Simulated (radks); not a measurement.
The zirconium ion Zr4+, 36 electrons, occupied as [Kr]. All-electron calculation, Dirac Kohn-Sham, BLYP, spin-unpolarised, spherical densities, finite nucleus; Fermi nuclear charge, rms radius 4.2694 fm. Program: a radial shooting solver on a logarithmic mesh with Libxc functionals.

Unscreened Slater integrals over Kohn-Sham orbitals (hartree). Large and small components are both included. Empty in this configuration: 4d3/2.

integral            value
F0(4p3/2,4p3/2)   0.67881
F2(4p3/2,4p3/2)   0.35891
F0(4p3/2,4p1/2)   0.68558
G2(4p3/2,4p1/2)   0.36189
F0(4p3/2,4s1/2)   0.71388
G1(4p3/2,4s1/2)   0.48327
F0(4p3/2,3d5/2)   0.87764
F2(4p3/2,3d5/2)   0.20175
G1(4p3/2,3d5/2)  0.065689
G3(4p3/2,3d5/2)  0.062991
F0(4p3/2,4d3/2)   0.58616
F2(4p3/2,4d3/2)   0.29132
G1(4p3/2,4d3/2)   0.36256
G3(4p3/2,4d3/2)   0.22238
F0(4p1/2,4p1/2)   0.69261
F0(4p1/2,4s1/2)   0.72203
G1(4p1/2,4s1/2)   0.49258
F0(4p1/2,3d5/2)   0.89359
G3(4p1/2,3d5/2)  0.065678
F0(4p1/2,4d3/2)   0.59024
G1(4p1/2,4d3/2)   0.35911
F0(4s1/2,4s1/2)   0.75614
F0(4s1/2,3d5/2)   0.96140
G2(4s1/2,3d5/2)  0.081162
F0(4s1/2,4d3/2)   0.60732
G2(4s1/2,4d3/2)   0.25845
F0(3d5/2,3d5/2)    2.0112
F2(3d5/2,3d5/2)   0.98439
F4(3d5/2,3d5/2)   0.62399
F0(3d5/2,4d3/2)   0.70283
F2(3d5/2,4d3/2)   0.12716
G2(3d5/2,4d3/2)  0.046516
G4(3d5/2,4d3/2)  0.034836
F0(4d3/2,4d3/2)   0.52475
F2(4d3/2,4d3/2)   0.26903
